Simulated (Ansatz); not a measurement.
`S[SiH2][SnH3]` + `O[SiH3]` → `[SiH3]O[SiH2]S` + `[SnH4]` at 700 K and 1 bar (cleavage of the Si–Sn bond).

Gas-phase electronic energies from Ansatz, PBE0-D4/def2-TZVP geometries. CBS: MP2 limit from def2 TZ/QZ plus the TZ coupled-cluster correction, frozen cores. Elements past krypton have def2 core potentials. For Sn outer-core shells are correlated without core-valence functions, which leaves a few kJ/mol of doubt a bond. One conformer a species, not always the lowest.

| species | CCSD(T)/CBS energy (Eh) | H − E (kJ/mol) | S (J/(mol·K)) |
| --- | --- | --- | --- |
| `S[SiH2][SnH3]` | -904.49431 | 199.8 | 476.8 |
| `O[SiH3]` | -366.69042 | 144.6 | 321.6 |
| `[SiH3]O[SiH2]S` | -1054.82682 | 230.3 | 487.0 |
| `[SnH4]` | -216.39156 | 106.0 | 282.9 |

H − E and S are ideal-gas, rigid-rotor, harmonic terms from PBE0-D4/def2-TZVP, for one conformer and one mirror image of each species. 1 Eh = 2625.50 kJ/mol, R = 8.31446 J/(mol·K).

Problem. By hand: ΔE, ΔH, ΔS and ΔG.

Solution. ΔE = (-1054.82682) + (-216.39156) − (-904.49431) − (-366.69042) = -0.03365 Eh = -88.3 kJ/mol. Δ(H − E) = 230.3 + 106.0 − 199.8 − 144.6 = -8.1, so ΔH = -96.4 kJ/mol. ΔS = 487.0 + 282.9 − 476.8 − 321.6 = -28.5 J/(mol·K). ΔG = -96.4 − 700 × (-28.5)/1000 = -76.5 kJ/mol.

Problem. By hand: the equilibrium constant, and the temperature at which ΔG would vanish if ΔH and ΔS stayed fixed.

Solution. log₁₀ K = −ΔG/(RT ln 10) = 5.7. ΔG = 0 at ΔH/ΔS = 3382 K, far beyond where these terms or the molecules hold.

ΔH outweighs TΔS. A doubt of 5 kJ/mol in ΔE shifts log₁₀ K by 0.4 here. Other conformers and mirror images would add mixing entropy, several J/(mol·K) or more a flexible species. Modes under 60 cm⁻¹, often nearly free rotors, make the harmonic entropy too high. These are equilibria of isolated gas molecules and say nothing of rates. Largest T1 diagnostic: 0.013 (customary marks: 0.02 for closed shells, 0.045 for open ones).
